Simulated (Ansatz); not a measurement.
`BC(O)[SiH3]` + H₂O → `OC(O)[SiH3]` + BH₃  (formal hydrolysis of a C–B bond)

Program: Ansatz. Geometries: PBE0-D4/def2-TZVP. ΔE: electronic, gas phase. CBS: MP2 limit from def2 TZ/QZ plus the TZ coupled-cluster correction, frozen cores. This one scheme is used for every species. Functionals use def2-TZVPP. Each species was taken in one conformer, which may not be the lowest.

`BC(O)[SiH3]`:

Z-matrix (Å, degrees):
```
C
O 1 1.408
Si 1 1.953 2 111.4
B 1 1.515 2 117.4 3 106.2
H 1 1.099 2 113.7 3 -115.0
H 2 0.961 1 109.3 3 60.4
H 3 1.486 1 113.1 2 83.5
H 3 1.488 1 104.2 2 -34.1
H 3 1.484 1 111.0 2 -152.7
H 4 1.199 1 117.4 2 173.1
H 4 1.194 1 121.5 2 -13.8
```

H₂O:

Cartesian coordinates in Å:
```
O 0.078 0.124 -0.361
H -0.023 0.657 0.432
H -0.054 -0.781 -0.071
```

`OC(O)[SiH3]`:

Z-matrix (Å, degrees):
```
C
O 1 1.409
Si 1 1.910 2 112.0
O 1 1.404 2 112.1 3 -120.7
H 1 1.098 2 104.0 3 119.4
H 2 0.963 1 108.1 3 57.2
H 3 1.489 1 107.3 2 -54.7
H 3 1.484 1 111.7 2 -175.5
H 3 1.485 1 108.7 2 63.3
H 4 0.964 1 108.2 2 -60.5
```

BH₃:

Cartesian coordinates in Å:
```
B 0.000 0.000 0.000
H 0.921 0.471 0.595
H -1.068 0.532 0.036
H 0.147 -1.003 -0.631
```

```csv
level,ΔE (kJ/mol)
CAM-B3LYP-D4,70.0
RPA@PBE/def2-TZVPP,65.8
MP2/def2-TZVPP,81.4
MP2/CBS(def2),87.7
```

Task: What does CCSD(T)/CBS give? (An estimate is asked.)

Result: The calculation gave: +81.9 kJ/mol. The listed levels differ from it by -11.9, -16.1, -0.5, 5.8 kJ/mol.

Largest T1 diagnostic among the species: 0.013.

From PBE to PBE0 (25 % exact exchange), in def2-TZVPP and without D4, ΔE moves by −3.8 kJ/mol. The D4 term adds +4.0 kJ/mol with B3LYP and +2.1 kJ/mol with PBE0; it sums over pairs of atoms, weighted by their polarisabilities, and B3LYP, whose exchange is more repulsive, gets the larger term.

B3LYP here is the variant with VWN-RPA as its local correlation; programs differ in this.
